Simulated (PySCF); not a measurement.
H8N2Si2, SMILES [SiH](N)(N)[SiH3]. Atoms are numbered in the order given.

```xyz
12

N     -0.4936     1.7174    -0.4998
Si    -0.5686     0.1772     0.2868
N     -1.7122    -0.8147    -0.5513
Si     1.6364    -0.6123     0.2538
H     -1.3376     2.2617    -0.6481
H      0.3242     2.3105    -0.4136
H     -1.0652     0.1634     1.7026
H     -2.2860    -1.4821    -0.0497
H     -1.5732    -1.0832    -1.5192
H      2.6024     0.3968     0.7938
H      1.7724    -1.8587     1.0699
H      2.0550    -0.9351    -1.1464
```
Charge 0, spin multiplicity 1.

Coordinates come from a ωB97X-D3(BJ)/def2-SVP optimisation. The values are those of a single conformer.

Two levels are set side by side: PBE/pcSseg-1 (PySCF) and PBE0/pcSseg-1 (PySCF). GIAO shifts against NH3 (¹⁵N), TMS (²⁹Si), TMS (¹H) at the same level; non-relativistic, no solvent, atoms listed together averaged. Differences are taken from unrounded values.

```json
[
 {"quantity": "δ(²⁹Si) of Si2 (ppm)", "PBE0": "-29.8"},
 {"quantity": "δ(²⁹Si) of Si4 (ppm)", "PBE0": "-112.6"},
 {"quantity": "δ(¹H) of H7 (ppm)", "PBE0": "5.62"}
]
```

### Question
What does PBE give, and how far is it from PBE0? (The exact figures need the calculation; the answer reports its results.)

### Answer

```tsv
quantity	PBE	PBE minus PBE0
δ(²⁹Si) of Si2 (ppm)	-31.9	-2.2
δ(²⁹Si) of Si4 (ppm)	-120.1	-7.5
δ(¹H) of H7 (ppm)	5.93	0.31
```

Rough cost on one machine, each run with all the roots and properties that it gave: PBE0 against PBE within a factor of 2.
